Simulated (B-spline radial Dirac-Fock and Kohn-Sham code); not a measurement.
**Bi²⁺: non-radiative channels of the 4p1/2 vacancy**

System: bismuth as Bi²⁺ in the configuration 1s2 2s2 2p6 3s2 3p6 3d10 4s2 4p6 4d10 4f14 5s2 5p6 5d10 6s2 6p1.

Model: independent-particle rates on relativistic LDA orbitals of the hole state (multipoles up to L = 3, Coulomb Auger matrix elements, transition energies from Dirac-Fock). Program: an atomic code on a B-spline grid. Kinetic energies are configuration averages from the vacuum level; the two-hole energies are estimated from single-hole states.

```
transition  kinetic energy (eV)  width (meV)  share (%)
   N2-N3O4                57.64          122        0.9
   N2-N3O5                61.06          201        1.5
   N2-N4N6                127.0         1860       14.3
   N2-N4O1                127.3          678        5.2
   N2-N4N7                129.4         4070       31.4
   N2-N5N6                148.4          656        5.1
   N2-N5N7                155.8          174        1.3
   N2-N4O2                176.4          523        4.0
   N2-N5O2                200.1          437        3.4
   N2-N4O3                201.8          753        5.8
   N2-N4O4                274.1          370        2.9
   N2-N4O5                277.1          595        4.6
   N2-N6N7                436.4          272        2.1
   N2-N6O2                483.3          340        2.6
   N2-N7O2                488.4          533        4.1
   N2-N7O4                586.0          179        1.4
```

Coster-Kronig rates are the weakest part of this model and often come out 1.5 to 2.5 times too large. Super-Coster-Kronig decay this fast strains the one-particle picture, and such widths tend to come out too large. The listed channels hold 91 % of the non-radiative rate. Summed by principal shells, of 13.0 eV in all: NNN 54.6 %, NNO 41.6 %, NOO 1.9 %, NNP 1.8 %.

Values without a named source are computed, but for edge energies of neutral atoms, which are taken from tables.
